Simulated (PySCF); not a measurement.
A GIAO shielding run with PySCF 2.14.0 with density-fitted response routines (density fitting, non-relativistic, gas phase) on `N([SiH2]C#N)C(CN)CN`, C4H12N4Si:

```
$ OMP_NUM_THREADS=1 python probes_run.py task.json out

{"job": {"kind": "nmr", "xc": "PBE0", "basis": "pcSseg-1"}, "charge": 0, "multiplicity": 1}
N      3.099706    -0.746043     2.277215
C      2.944915    -0.504273     1.168293
Si     2.675816    -0.102021    -0.639399
N      1.033281    -0.506903    -0.898176
C     -0.067146    -0.022031    -0.093239
C     -0.739855     1.197481    -0.738549
N     -1.534365     1.913877     0.240084
C     -1.055663    -1.174930     0.138387
N     -2.067885    -0.815309     1.120424
H      3.079152     1.303823    -0.789940
H      3.457699    -1.015727    -1.467535
H      0.730745    -0.761224    -1.826577
H      0.334896     0.291380     0.875086
H     -1.317731     0.854372    -1.616955
H      0.043193     1.874641    -1.100162
H     -2.186511     1.262578     0.669638
H     -2.067138     2.649393    -0.211511
H     -1.568867    -1.405017    -0.801746
H     -0.466661    -2.061305     0.426951
H     -1.623962    -0.628156     2.014466
H     -2.712540    -1.587663     1.252772
```

Hardware: 1 thread of an Arm Neoverse V1, shared host. The job also computes population analyses, field gradients.

(1) How large is the calculation?

(2) How long does it take, and how much memory does it need?

## Answers

(1) 78 electrons, 220 basis functions and 1145 auxiliary functions.

(2) 70 s of wall time, with 14 SCF cycles and 5 response iterations; peak memory 0.9 GiB. Times on a shared host scatter by some tens of per cent.
